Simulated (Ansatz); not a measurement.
Cu₁₃Cl₂, relaxed as a doublet with UKS r2SCAN-D4/def2-SVP in Ansatz, starting from a model built from a lattice or polyhedron. Force threshold 0.03 eV/Å.

Single mean-field runs in def2-SVP are fitted with def2-universal-jkfit. The charge 0 doublet is spin-contaminated (final ⟨S²⟩ up to 0.95, 0.75 for a pure state). The relaxation made no stability test and no search for a lower SCF solution. No other spin state of charge 0 was run.

Start:

```xyz
15

Cu   -0.006    0.016    0.001
Cu   -1.668    0.123   -1.766
Cu    0.508    1.496   -1.868
Cu   -0.506   -1.479    1.875
Cu    1.665   -0.123    1.798
Cu   -0.600    1.079    2.113
Cu   -1.306    2.061   -0.139
Cu    1.310   -2.043    0.159
Cu    0.609   -1.112   -2.098
Cu    2.349    0.143   -0.676
Cu    1.166    2.080    0.501
Cu   -1.183   -2.055   -0.560
Cu   -2.336   -0.158    0.677
Cl   -3.241    0.206   -3.479
Cl    3.240   -0.233    3.463
```

```
         step   energy (eV)  largest force component (eV/Å)  SCF passes
            1  -605298.6768                           1.464         147
            2  -605299.3962                           0.648          78
            3  -605299.5466                           0.320          65
 4 (rejected)  -605299.5363                           0.307          65
            5  -605299.5584                           0.036          54
            6  -605299.5592                           0.032          59
            7  -605299.5625                           0.066          58
            8  -605299.5722                           0.133          58
            9  -605299.5986                           0.265          57
           10  -605299.6477                           0.303          58
           11  -605299.7191                           0.306          57
           12  -605299.8198                           0.402          58
           13  -605299.9472                           0.367          58
           14  -605300.0924                           0.348          56
           15  -605300.2164                           0.254          64
           16  -605300.2870                           0.178          82
           17  -605300.3319                           0.216          73
           18  -605300.3914                           0.213          64
           19  -605300.4722                           0.243          70
           20  -605300.5838                           0.365          68
           21  -605300.7127                           0.277          62
           22  -605300.8449                           0.232          62
           23  -605300.9362                           0.138          62
           24  -605300.9749                           0.111          64
           25  -605300.9921                           0.070          64
26 (rejected)  -605300.9921                           0.063          65
           27  -605300.9964                           0.038          56
           28  -605300.9965                           0.032          53
           29  -605300.9968                           0.009          51
```

Force components are those of the run's own axes.

End:

| atom | x (Å) | y (Å) | z (Å) |
| --- | --- | --- | --- |
| Cu1 | -0.180 | 0.070 | 0.173 |
| Cu2 | -1.883 | 0.043 | -1.463 |
| Cu3 | 0.359 | 1.334 | -1.803 |
| Cu4 | -0.692 | -1.199 | 2.138 |
| Cu5 | 1.397 | 0.141 | 1.928 |
| Cu6 | -0.724 | 1.309 | 2.116 |
| Cu7 | -1.509 | 2.054 | -0.033 |
| Cu8 | 1.158 | -1.924 | 0.353 |
| Cu9 | 0.343 | -1.198 | -1.788 |
| Cu10 | 2.096 | 0.258 | -0.540 |
| Cu11 | 0.855 | 2.182 | 0.382 |
| Cu12 | -1.197 | -2.051 | -0.054 |
| Cu13 | -2.429 | -0.088 | 0.897 |
| Cl14 | -0.857 | 0.125 | -3.545 |
| Cl15 | 3.264 | -1.055 | 1.238 |

Bonds formed: Cu3–Cl14, Cu8–Cl15, Cu9–Cl14, Cu10–Cl15 (atoms count from 1).

No frequencies were taken in this run, so the end may be a saddle point.

Run time 5.8 min (2 threads of AMD EPYC 7R13 on a shared host and a share (18 GiB) of an NVIDIA H100 80GB HBM3).
